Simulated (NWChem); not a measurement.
MoSOClF; SMILES [O]=[Mo]([F])(=[S])[Cl]

Computed with NWChem. Medium grid unless said otherwise, to which SCAN and Minnesota functionals are sensitive. Geometry: optimised at PBE0/def2-SVP. def2 effective core potentials on Mo; no spin-orbit coupling. B3LYP is NWChem's, with the RPA form of VWN correlation.

**Question.** Order these by “dipole (D)”, lowest first: B3PW91/def2-SVP; LDA (Slater exchange, VWN5)/def2-SVP; B3LYP/def2-SVP; M06-L/def2-SVP.

**Answer.** M06-L/def2-SVP (0.68), B3PW91/def2-SVP (0.75), B3LYP/def2-SVP (0.80), LDA (Slater exchange, VWN5)/def2-SVP (0.87)
